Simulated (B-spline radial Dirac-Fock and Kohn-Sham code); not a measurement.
# Auger decay of the 3d3/2 hole in I⁵⁺

System: the I⁵⁺ ion, configuration [Kr] 4d10 5s2.

These are calculated numbers from a radial B-spline solver; the model is independent-particle radiative and Coulomb Auger rates from relativistic LDA hole-state orbitals, with Dirac-Fock energies. Kinetic energies are configuration averages from the vacuum level; the two-hole energies are estimated from single-hole states.

```csv
transition,kinetic energy (eV),width (meV),share (%)
M4-N2N3,260.4,10.4,1.7
M4-N1N4,293.7,70.6,11.6
M4-N1N5,295.6,10.5,1.7
M4-N2N5,346.7,4.80,0.8
M4-N2N4,347.3,55.8,9.2
M4-N3N4,356.5,124,20.5
M4-N3N5,359.5,4.56,0.8
M4-N4N4,441.4,96.7,15.9
M4-N4N5,442.9,200,32.9
M4-N4O1,495.3,12.1,2.0
```

The listed channels hold 97 % of the non-radiative rate. Summed by principal shells, of 0.607 eV in all: MNN 97.7 %, MNO 2.3 %.
